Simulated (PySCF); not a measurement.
`C1=C[C@@H](C2CCC2)NC1`: 4 charge schemes on one density

Compound: C8H13N.
Cartesian coordinates in Å at the PBE0-D3(BJ)/def2-SVP level; atoms count from 1:
```
atom  x, y, z in Å
C1    -2.316   -1.248   -0.544
C2    -1.469   -1.311    0.485
C3    -0.799    0.019    0.713
C4     0.723   -0.074    0.774
C5     1.452   -0.533   -0.511
C6     2.279    0.772   -0.509
C7     1.508    1.262    0.736
N8    -1.296    0.860   -0.381
C9    -2.337    0.143   -1.112
H10   -2.951   -2.060   -0.904
H11   -1.288   -2.185    1.115
H12   -1.131    0.430    1.690
H13    0.985   -0.688    1.650
H14    2.033   -1.460   -0.408
H15    0.785   -0.657   -1.378
H16    2.164    1.399   -1.406
H17    3.357    0.624   -0.345
H18    2.126    1.461    1.623
H19    0.872    2.144    0.566
H20   -0.539    1.113   -1.007
H21   -2.160    0.159   -2.203
H22   -3.336    0.603   -0.964
```

Density: PBE0/pcSseg-1 (PySCF); schemes: Mulliken, IAO, Hirshfeld and ESP-fitted. Isolated species at its PBE0-D3(BJ)/def2-SVP geometry (one conformer only).

Task: Give the atomic charges in each scheme.

Result: In e:

| atom | environment | Mulliken | IAO | Hirshfeld | ESP-fitted |
| --- | --- | --- | --- | --- | --- |
| C1 | alkene CH carbon | -0.187 | -0.168 | -0.055 | -0.094 |
| C2 | alkene CH carbon | -0.115 | -0.171 | -0.055 | -0.380 |
| C3 | sp3 carbon bound to nitrogen | +0.065 | -0.009 | +0.012 | +0.524 |
| C4 | four-membered-ring carbon | -0.338 | -0.114 | -0.026 | -0.313 |
| C5 | four-membered-ring carbon | -0.161 | -0.270 | -0.077 | -0.011 |
| C6 | four-membered-ring carbon | -0.240 | -0.264 | -0.072 | -0.167 |
| C7 | four-membered-ring carbon | -0.149 | -0.271 | -0.072 | +0.029 |
| N8 | secondary amine nitrogen | -0.508 | -0.427 | -0.173 | -0.833 |
| C9 | sp3 carbon bound to nitrogen | +0.033 | -0.152 | -0.028 | +0.157 |
| H10 | vinylic hydrogen | +0.095 | +0.149 | +0.050 | +0.102 |
| H11 | vinylic hydrogen | +0.089 | +0.147 | +0.050 | +0.158 |
| H12 | methine hydrogen | +0.136 | +0.127 | +0.029 | 0.000 |
| H13 | methine hydrogen | +0.117 | +0.129 | +0.037 | +0.110 |
| H14 | methylene hydrogen | +0.124 | +0.135 | +0.036 | +0.050 |
| H15 | methylene hydrogen | +0.114 | +0.126 | +0.029 | +0.012 |
| H16 | methylene hydrogen | +0.118 | +0.128 | +0.034 | +0.044 |
| H17 | methylene hydrogen | +0.122 | +0.134 | +0.037 | +0.069 |
| H18 | methylene hydrogen | +0.124 | +0.134 | +0.037 | +0.036 |
| H19 | methylene hydrogen | +0.128 | +0.137 | +0.037 | -0.006 |
| H20 | N–H hydrogen | +0.186 | +0.237 | +0.099 | +0.430 |
| H21 | methylene hydrogen | +0.115 | +0.130 | +0.040 | +0.030 |
| H22 | methylene hydrogen | +0.131 | +0.134 | +0.033 | +0.053 |

Mean size of the charges over all atoms: IAO 0.168 e, ESP-fitted 0.164 e, Mulliken 0.154 e, Hirshfeld 0.051 e. Each set sums to the total charge, 0, to within 0.001 e. The Mulliken scheme gives each basis function's population to the atom it is centred on and halves the overlap population of two atoms between them.

Lowest charge. All schemes agree: Mulliken N8 (-0.508); IAO N8 (-0.427); Hirshfeld N8 (-0.173); ESP-fitted N8 (-0.833).

Highest charge. The schemes don't all agree: Mulliken H20 (+0.186); IAO H20 (+0.237); Hirshfeld H20 (+0.099); ESP-fitted C3 (+0.524).

Task: Sum the charges by element, for elements with more than one atom.

Result: 
```csv
element,atoms,Mulliken,IAO,Hirshfeld,ESP-fitted
C,8,-1.091,-1.419,-0.374,-0.255
H,13,+1.599,+1.846,+0.547,+1.088
```

Task: How closely do the schemes follow one another over all atoms?

Result: Correlation coefficient and root-mean-square difference: IAO with Hirshfeld 0.98, 0.128 e; Mulliken with Hirshfeld 0.92, 0.129 e; Mulliken with IAO 0.91, 0.079 e; Mulliken with ESP-fitted 0.77, 0.168 e; Hirshfeld with ESP-fitted 0.74, 0.222 e; IAO with ESP-fitted 0.63, 0.206 e.
